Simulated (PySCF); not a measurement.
ZnSe under electron impact: the energy ladder

r²SCAN in PySCF with def2-TZVPPD on every atom, for the lowest determinant that a PBE0 search found; no spin–orbit coupling.

```json
{"species": "ZnSe", "state (unpaired electrons)": "singlet (closed shell)", "Re (Å)": "2.160", "ωe (cm⁻¹)": "343", "energy of the minimum from the neutral (eV)": "0.00", "De (eV)": "1.39", "dissociates to": "Zn + Se"}
{"species": "ZnSe⁺", "state (unpaired electrons)": "doublet (π ↑)", "Re (Å)": "2.260", "ωe (cm⁻¹)": "295", "energy of the minimum from the neutral (eV)": "8.35", "De (eV)": "2.24", "dissociates to": "Zn⁺ + Se"}
{"species": "ZnSe⁻", "state (unpaired electrons)": "doublet (σ ↑)", "Re (Å)": "2.249", "ωe (cm⁻¹)": "291", "energy of the minimum from the neutral (eV)": "-2.48", "De (eV)": "1.75", "dissociates to": "Zn + Se⁻"}
```

Work out the lowest energy to break ZnSe into atoms, from its vibrational ground state.

D0 = De − ωe/2 = 1.39 − 0.02 = 1.37 eV (r²SCAN/def2-TZVPPD).

Work out the ionisation energy of the Zn atom at this level and the threshold of dissociative ionisation.

IE(Zn) = 8.35 + 2.24 − 1.39 = 9.20 eV, so Zn⁺ + Se + e⁻ appears at D0 + IE(Zn) = 10.57 eV (r²SCAN/def2-TZVPPD). The measured IE(Zn) is 9.394 eV (NIST ASD).

Work out the electron affinity of the Se atom and the threshold of dissociative attachment.

EA(Se) = 1.39 − 1.75 − (-2.48) = 2.12 eV, so Zn + Se⁻ needs D0 − EA(Se) = -0.75 eV (negative: it is exothermic at zero electron energy) (r²SCAN/def2-TZVPPD). The measured EA(Se) is 2.021 eV.

At which energy does ion-pair formation open?

Zn⁺ + Se⁻ lies at D0 + IE(Zn) − EA(Se) = 8.45 eV (r²SCAN/def2-TZVPPD).

These are thermodynamic thresholds; the onsets seen under electron impact lie higher where the geometry changes, and cross-sections peak well above them.

For an ion De counts to the pair picked by the measured ionisation energies or electron affinities, which need not be the lowest pair at this level. States were picked by a PBE0 search and need not be the measured ground states.
